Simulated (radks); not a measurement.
Q: The table gives one normalised radial function P(r) = r R(r) (large component) of Hg+ in [Xe] 4f14 5d10 6s1 (r in bohr). All-electron calculation, Dirac Kohn-Sham, PBE, spin-unpolarised, spherical densities, point nucleus. Program: a radial shooting solver on a logarithmic mesh with Libxc functionals.

r,P
0.002827,0.0001
0.004425,0.0004
0.006981,0.0013
0.01093,0.0045
0.0171,0.0142
0.02698,0.0421
0.04223,0.1066
0.06663,0.2179
0.1043,0.2952
0.1632,0.1375
0.2575,-0.2901
0.4031,-0.3883
0.636,0.2422
0.9954,0.8486
1.558,0.7874
2.458,0.3832
3.848,0.1010
6.022,0.0109

Which n and l does it have? It may be an empty orbital.

A: n = 5, l = 2: the number of nodes gives n - l - 1 = 2, the rise at small r points to l (this Dirac orbital starts as r^gamma with gamma = sqrt((l + 1)^2 - (Z/c)^2) = 2.94; the j = 5/2 orbital of l + 1 starts with the same power, but with a smaller coefficient, and then steepens), and the extent must fit the shell. The curve is that of 5d5/2; the two j differ most near the nucleus, where j = l - 1/2 has the larger amplitude, and in heavy atoms j = l - 1/2 is also the more compact. 5d5/2: eigenvalue -18.115 eV, 2 radial nodes at r = 0.192, 0.553 bohr, <r> = 1.50 bohr, 90 % of the charge inside 2.32 bohr.
